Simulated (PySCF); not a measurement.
Isomers of [C9H16P]+ (charge +1), from PySCF 2.14.0, PBE0-D3(BJ)/def2-SVP geometry optimisation, gas phase. One conformer each, no zero-point energy, no frequencies.

Task: Which is lowest in electronic energy at this level?
A. `[CH2:1]=[CH:2][P@@+:3]([CH3:4])(/[CH:5]=[CH:6]\[CH3:7])[CH:8]1[CH2:9][CH2:10]1` (charge +1) with C1–C2–P3–C4 -107°, C2–P3–C5–C6 64°, C2–P3–C8–C9 159°: A = 1396, B = 913.3, C = 759.3 MHz, dipole 0.78 D
B. `[CH3:1][CH2:2][C:3]1=[CH:4][PH2+:5][CH:6]=[C:7]1[CH:8]([CH3:9])[CH3:10]` (charge +1) with C1–C2–C3–C4 4°, C6–C7–C8–C9 -97°: A = 1233, B = 977.5, C = 606.5 MHz, dipole 4.20 D
C. `[CH3:1][C:2]1=[CH:3][P@+:4]([CH3:5])([CH:6]2[CH2:7][CH2:8]2)[CH2:9][CH2:10]1` (charge +1) with C3–P4–C6–C7 167°: A = 2204, B = 694.5, C = 674.1 MHz, dipole 0.97 D
D. `CC(C)(C)[PH+]1C=CCC=C1`: A = 2031, B = 839.7, C = 740.6 MHz, dipole 1.55 D

Result: C. That is `CC1=C[P@+](C)(C2CC2)CC1`, 8.9 kcal/mol below the next.

```tsv
SMILES	mapped SMILES	E (Eh)	relative (kcal/mol)	relative (kJ/mol)	dipole about centre of mass (D)
CC1=C[P@+](C)(C2CC2)CC1	[CH3:1][C:2]1=[CH:3][P@+:4]([CH3:5])([CH:6]2[CH2:7][CH2:8]2)[CH2:9][CH2:10]1	-692.81952	0.0	0.0	0.97
CC(C)(C)[PH+]1C=CCC=C1	[CH3:1][C:2]([CH3:3])([CH3:4])[PH+:5]1[CH:6]=[CH:7][CH2:8][CH:9]=[CH:10]1	-692.80526	8.9	37.4	1.55
CCC1=C[PH2+]C=C1C(C)C	[CH3:1][CH2:2][C:3]1=[CH:4][PH2+:5][CH:6]=[C:7]1[CH:8]([CH3:9])[CH3:10]	-692.78039	24.6	102.7	4.20
C=C[P@@+](C)(/C=C\C)C1CC1	[CH2:1]=[CH:2][P@@+:3]([CH3:4])(/[CH:5]=[CH:6]\[CH3:7])[CH:8]1[CH2:9][CH2:10]1	-692.76800	32.3	135.3	0.78
```
